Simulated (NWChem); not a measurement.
C3H4F2Si; SMILES FC=C=C(F)[SiH3]

Question: Give the equilibrium geometry at PBE-D3(BJ)/def2-SVP (NWChem) as a Z-matrix, with the point group.

Answer: point group C1; any orientation.
```
C
C 1 1.3212
C 2 1.3194 1 174.84
F 3 1.3461 2 123.63 1 115.44
F 1 1.3644 2 121.48 3 154.48
H 3 1.1052 2 124.06 1 -64.98
Si 1 1.9001 2 124.99 3 -25.73
H 7 1.4994 1 108.54 2 0.59
H 7 1.5024 8 110.68 1 119.68
H 7 1.5028 8 110.61 9 120.81
```
